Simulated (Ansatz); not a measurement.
`[SiH3]C1C=C1` + `[OH][GeH3]` → `[SiH3][O][GeH3]` + `C1=CC1`  (ligand exchange at the Si–C bond)

Calculated with Ansatz (gas phase, PBE0-D4/def2-TZVP geometries, no zero-point term in ΔE). CCSD(T)/CBS adds triple-zeta CCSD(T) − MP2 to the extrapolated MP2 energy (def2 sets, frozen cores). This one scheme is used for every species. DFT in def2-TZVPP. B3LYP here is the variant with VWN-RPA as its local correlation; programs differ in this. For Ge outer-core shells are correlated without core-valence functions, which leaves a few kJ/mol of doubt a bond. Scalar relativity is left out up to krypton.

`[SiH3]C1C=C1`:

Z-matrix (Å, degrees):
```
Si
C 1 1.869
H 1 1.491 2 111.3
H 1 1.491 2 111.3 3 119.8
H 1 1.489 2 109.1 3 -120.1
C 2 1.515 1 121.9 3 90.8
C 2 1.515 1 121.9 3 150.6
H 2 1.095 1 114.8 3 -59.3
H 6 1.076 2 144.5 1 -72.9
H 7 1.076 2 144.5 1 73.0
```

`[OH][GeH3]`:

```xyz
6

O     1.169    0.081   -0.714
Ge   -0.274    0.089    0.333
H     1.060   -0.474   -1.489
H     0.103    1.018    1.490
H    -0.570   -1.340    0.830
H    -1.488    0.626   -0.449
```

`[SiH3][O][GeH3]`:

Cartesian coordinates in Å:
```
Si -1.151 0.902 -0.520
O 0.155 -0.064 -0.684
Ge 1.211 -0.941 0.443
H -2.273 0.177 0.140
H -1.575 1.340 -1.872
H -0.831 2.098 0.310
H 2.256 -1.638 -0.434
H 0.353 -1.953 1.221
H 1.855 0.078 1.397
```

`C1=CC1`:

```xyz
7

C     0.495    0.074    0.720
C    -0.435   -0.705    0.289
C    -0.038    0.401   -0.641
H     1.194    0.350    1.490
H    -1.079   -1.555    0.435
H    -0.698    1.260   -0.770
H     0.561    0.175   -1.524
```

(1) Is it downhill or uphill in electronic energy at CCSD(T)/CBS, and by how much? (Estimate.)

(2) What do these levels give: LDA (SPW92), revPBE-D4, r2SCANh-D4, ωB97M-V, B2PLYP, revPBE, B3LYP, HF/def2-SVP, CCSD/def2-SVP, CCSD/def2-TZVPP, CCSD(T)/def2-TZVPP, CCSD/CBS(def2)? (Estimate.)

(3) What do rigid-rotor, harmonic-oscillator terms from PBE0-D4/def2-TZVP frequencies (298.15 K, 1 bar) make of the CCSD(T)/CBS value? (Best estimate.)

Largest T1 diagnostic among the species: 0.012.

## Answers

(1) The calculation gave: Downhill: ΔE = -1.15 eV.

(2) Ansatz gave: LDA (SPW92) -0.99, revPBE-D4 -0.97, r2SCANh-D4 -1.14, ωB97M-V -1.14, B2PLYP -1.19, revPBE -0.99, B3LYP -1.17, HF/def2-SVP -1.31, CCSD/def2-SVP -1.15, CCSD/def2-TZVPP -1.20, CCSD(T)/def2-TZVPP -1.16, CCSD/CBS(def2) -1.18 eV.

(3) Ansatz gave: ΔZPE = +0.04 eV, ΔH = -1.11 eV, ΔS = 8 J/(mol·K), ΔG = -1.13 eV. Modes under 50 cm⁻¹ make the entropy rough.

From r2SCAN to r2SCAN0 (25 % exact exchange), in def2-TZVPP and without D4, ΔE moves by −0.03 eV. In def2-TZVPP, CCSD(T) changes the Hartree–Fock value by +0.24 eV (the triples alone add +0.04 eV) and MP2 by +0.23 eV. Leaving LDA and LC-ωPBE aside and taking each functional with its dispersion term where it has one, the values, not all of them listed here, spread over 0.29 eV, from BHLYP-D4 to revPBE-D4.
